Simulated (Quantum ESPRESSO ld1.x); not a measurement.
Values are calculated unless marked as measured or tabulated.
Task: All-electron atom: Sr2+ in [Kr] (the NIST ground configuration). Code: ld1.x of Quantum ESPRESSO 7.5. Model: scalar-relativistic Kohn-Sham, Slater X-alpha with alpha = 1, spin-unpolarised, spherical densities, point nucleus. Some entries of the table are withheld. Estimate them.

| orbital | occ. | eigenvalue (Ry) | <1/r> (bohr^-1) |
|---|---|---|---|
| 1s | 2 | -1182.47 | (1) |
| 2s | 2 | -162.871 | 8.751 |
| 2p | 6 | -145.554 | (2) |
| 3s | 2 | -26.8215 | 2.951 |
| 3p | 6 | (3) | 2.803 |
| 3d | 10 | -11.6240 | 2.562 |
| 4s | 2 | (4) | 1.025 |
| 4p | 6 | -3.05529 | 0.8948 |

Result: 
(1) 1s <1/r> (bohr^-1): 39.07
(2) 2p <1/r> (bohr^-1): 8.555
(3) 3p eigenvalue (Ry): -21.1288
(4) 4s eigenvalue (Ry): -4.44945
